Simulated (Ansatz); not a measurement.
Abridged output of a molecular run in Ansatz:

```
Functional definition: HF
1524 factors; integrals over basis functions are off by at most 7.6e-4 eV
mean field evaluation 1: about -130598.4598 eV, gradient 4.5e1 eV
mean field evaluation 2: about -130598.6813 eV, gradient 4.6e1 eV
mean field evaluation 4: about -130604.0329 eV, gradient 6.1e0 eV
mean field evaluation 8: about -130604.1658 eV, gradient 7.5e-1 eV
mean field evaluation 16: about -130604.1714 eV, gradient 2.3e-6 eV
mean field -130604.17142634 eV, -4799.6147732309 hartree, gradient 2.3e-6 eV, S^2 0.000000; 0 other end points of the search recorded, 0 dependent functions left out
29 core orbitals not correlated: weight in the atoms' cores, before any rotation towards them, 1.000 or more for the frozen orbitals, at most 0.000 for the correlated occupied ones
reference -130604.17142634 eV, -4799.6147732309 hartree; 25, 25 occupied and 184, 184 virtual orbitals, 1524 factors
second order -35.05256868 eV of doubles, -0.00000000 eV of singles
cycle   1  -33.70781240 eV  change     1.3e0 eV  update   3.3e-1
cycle   2  -35.30964997 eV  change    -1.6e0 eV  update   3.0e-1
cycle   3  -35.65242963 eV  change   -3.4e-1 eV  update   6.9e-2
cycle   4  -35.64688837 eV  change    5.5e-3 eV  update   2.7e-2
cycle   5  -35.62463129 eV  change    2.2e-2 eV  update   1.1e-2
cycle   6  -35.61670876 eV  change    7.9e-3 eV  update   4.2e-3
cycle   7  -35.61664250 eV  change    6.6e-5 eV  update   2.3e-3
cycle   8  -35.61666631 eV  change   -2.4e-5 eV  update   1.2e-3
cycle   9  -35.61705644 eV  change   -3.9e-4 eV  update   5.1e-4
cycle  10  -35.61769735 eV  change   -6.4e-4 eV  update   2.0e-4
cycle  11  -35.61748562 eV  change    2.1e-4 eV  update   7.3e-5
cycle  12  -35.61733224 eV  change    1.5e-4 eV  update   3.8e-5
cycle  13  -35.61737831 eV  change   -4.6e-5 eV  update   2.8e-5
perturbative correction -2.11197046 eV, -0.0776134830 hartree
Total energy: -130641.90077511 eV, -4801.0013012246 hartree
```

Its atoms:

Cartesian coordinates in Å:
```
Cl 0.6350 1.8855 -0.8726
Ti 0.0312 -0.0023 -0.0107
Cl 0.1643 -1.5566 -1.5066
Cl 1.3246 -0.4855 1.6521
Br -2.1552 0.1588 0.7378
```

(1) Which basis set was used?
A. def2-QZVPP
B. def2-SVPD
C. def2-TZVPP
D. def2-SVP

(2) Write the keys of the input that set method, charge and spin (a neutral closed shell needs none for the last two).

Answers

(1) C. It gives 238 functions.

(2) 
```yaml
correlation: {method: ccsd_t}
```
